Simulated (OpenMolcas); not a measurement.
**Lines of S: computed and rescaled rates**

```
Program             : OpenMolcas 26.06
Method              : SS-RASPT2, IPEA 0.25 Eh, imaginary shift 0.1 Eh (closed shells correlated: 2s 2p)
Basis               : ANO-RCC [8s7p5d4f2g]
Scalar Hamiltonian  : DKH2, point nucleus
Active space        : 6 electrons in 9 orbitals (RAS2 3s 3p; RAS3 3d, at most 2 electrons)
State averaging     : 2S+1 = 3 even, 3 roots; 2S+1 = 1 even, 6 roots; 2S+1 = 3 odd, 3 roots
Spin-orbit coupling : RASSI with atomic mean-field integrals over the reference wave functions, term energies averaged over their components
```

Rates come from the transition moments of the reference wave functions (E1 and E2 in the length form). At fixed line strength A goes as λ^-3 for E1 and M1 and as λ^-5 for E2, so a rate at the computed wavelength can be rescaled to the measured one. Measured vacuum wavelengths follow from level energies in NIST Handbook of Basic Atomic Spectroscopic Data. Branching counts decays inside the model space alone, at computed energies, and the table is only a selection of the E2 and M1 lines, drawn from those between levels with measured partners whose computed energy lies within a factor of 1.5 of the measured one.

```json
{"Upper": "3s2 3p4 1S0", "Lower": "3s2 3p4 1D2", "Type": "E2", "λ computed (nm)": "771.9", "λ measured (nm)": "772.7", "A computed (s-1)": "1.39e+00", "A rescaled (s-1)": "1.38e+00", "Branching %": "82.6"}
{"Upper": "3s2 3p4 1S0", "Lower": "3s2 3p4 3P1", "Type": "M1", "λ computed (nm)": "459.1", "λ measured (nm)": "459.1", "A computed (s-1)": "2.87e-01", "A rescaled (s-1)": "", "Branching %": "17.1"}
{"Upper": "3s2 3p4 1D2", "Lower": "3s2 3p4 3P2", "Type": "M1", "λ computed (nm)": "1089", "λ measured (nm)": "1082", "A computed (s-1)": "2.31e-02", "A rescaled (s-1)": "", "Branching %": "76.7"}
{"Upper": "3s2 3p4 1D2", "Lower": "3s2 3p4 3P1", "Type": "M1", "λ computed (nm)": "1133", "λ measured (nm)": "1131", "A computed (s-1)": "6.85e-03", "A rescaled (s-1)": "", "Branching %": "22.7"}
{"Upper": "3s2 3p4 3P1", "Lower": "3s2 3p4 3P2", "Type": "M1", "λ computed (nm)": "27880", "λ measured (nm)": "25250", "A computed (s-1)": "1.04e-03", "A rescaled (s-1)": "1.40e-03", "Branching %": "100.0"}
{"Upper": "3s2 3p4 3P0", "Lower": "3s2 3p4 3P1", "Type": "M1", "λ computed (nm)": "60630", "λ measured (nm)": "56310", "A computed (s-1)": "2.43e-04", "A rescaled (s-1)": "3.03e-04", "Branching %": "100.0"}
{"Upper": "3s2 3p4 1D2", "Lower": "3s2 3p4 3P2", "Type": "E2", "λ computed (nm)": "1089", "λ measured (nm)": "1082", "A computed (s-1)": "1.51e-04", "A rescaled (s-1)": "", "Branching %": "0.5"}
```

Spin-changing lines and M1 lines between different terms are not rescaled, since their strength hangs on the term gaps too.

The largest correction is for 3s2 3p4 3P1 → 3s2 3p4 3P2 (M1): 1.04e-03 × (27880 / 25250)^3 = 1.40e-03 s-1, a factor of 1.35.

No measured rate stands beside these. Rescaling mends the energy factor alone: line strengths can still be far off where a level mixes with configurations outside the active space, and weak or spin-changing lines hang on small mixing coefficients that depend on the term gaps too, so rescaling need not improve them.

CASPT2 does not keep the components of a term degenerate, so their means are used; among the terms shown or strongly mixed into the levels shown the widest spread is 32 cm-1 (3s2 3p4 1D). Active for correlation alone: 3d; no level in the range computed is led by a configuration that fills it, so any true level of that kind is missing. Computed and measured levels are paired by configuration, term and J; levels that our copy of the source lacks, or whose pairing is in doubt (as where it misses far off the trend of its configuration), stay unpaired. Levels of configurations outside the active space are missing.
